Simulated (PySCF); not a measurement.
TDDFT excited states: C4H6Cl2Si

Species: C4H6Cl2Si.
Atom-mapped SMILES: `[Cl:1][SiH2:2][C:3]1=[C:4]([Cl:5])[CH2:6][CH2:7]1` (hydrogens: H8, H9 on Si2; H10, H11 on C6; H12, H13 on C7)

Structure used (GFN2-xTB), in Å, numbered top down from 1:
```xyz
13
C4H6Cl2Si angstrom
Cl     2.786   -1.677    0.192
Si     2.082    0.198    0.449
C      0.252    0.129    0.077
C     -0.752    1.016    0.065
Cl    -0.841    2.684    0.398
C     -1.822    0.053   -0.348
C     -0.682   -0.995   -0.345
H      2.324    0.593    1.835
H      2.778    1.081   -0.485
H     -2.606   -0.111    0.388
H     -2.272    0.248   -1.319
H     -0.458   -1.429   -1.316
H     -0.794   -1.789    0.391
```

Computed, not measured: PySCF 2.14.0, density-fitted response routines, TDDFT CAM-B3LYP/def2-SVPD, vertical, gas phase, core orbitals frozen in the response.

Predict the UV-vis stick spectrum at this level.

| state | E (eV) | ν̃ (cm⁻¹) | f | \|μ\| (D) | symmetry | main configurations (H = HOMO, L = LUMO) |
| --- | --- | --- | --- | --- | --- | --- |
| S1 | 6.14 | 49550 | 0.340 | 3.82 | A′ | H→L (97%) |
| S2 | 6.41 | 51710 | 0.0000 | 0.02 | – | H→L+1 (80%) |
| S3 | 6.59 | 53180 | 0.0003 | 0.11 | – | H-1→L (89%) |
| S4 | 6.83 | 55110 | 0.0082 | 0.56 | A″ | H→L+2 (83%) |
| S5 | 7.06 | 56930 | 0.0000 | 0.00 | – | H→L+3 (63%), H→L+4 (13%) |
| S6 | 7.36 | 59380 | 0.0001 | 0.07 | – | H-3→L (85%), H-4→L (10%) |
| S7 | 7.62 | 61460 | 0.0031 | 0.33 | A′ | H-1→L+1 (80%) |
| S8 | 7.78 | 62760 | 0.0073 | 0.50 | A″ | H-2→L+1 (86%) |

Triplets (Tamm–Dancoff): T1 3.85 eV, H→L (91%); T2 6.15 eV, H-1→L (86%); T3 6.27 eV, H→L+1 (73%).

The lowest singlet lies at 6.14 eV (202 nm, ultraviolet) and is strong; its leading configuration is HOMO→LUMO (97%). The lowest level is also the most intense of those listed (f = 0.340). Löwdin shares by element: HOMO carbon 60% or more, chlorine 22% or more (atoms not listed hold the other 18%); LUMO carbon 55% or more, silicon 15%, chlorine 10% or more (atoms not listed hold the other 20%). The oscillator strengths of these states sum to 0.359; summed over the whole spectrum of an exact calculation they would give the number of electrons, 78 (Thomas–Reiche–Kuhn). Of the 8 states listed, 1 reaches f = 0.01 and 4 stay under 0.0005. The listed states span 1.64 eV, and the widest gap between neighbours is 0.30 eV (S5 to S6). Symmetry labels in Cs follow from the direction of the transition dipole and are given only for states with f of 0.002 or more. Only the lowest 8 singlets were computed, as vertical energies without vibronic structure.

One conformer stands for the species.
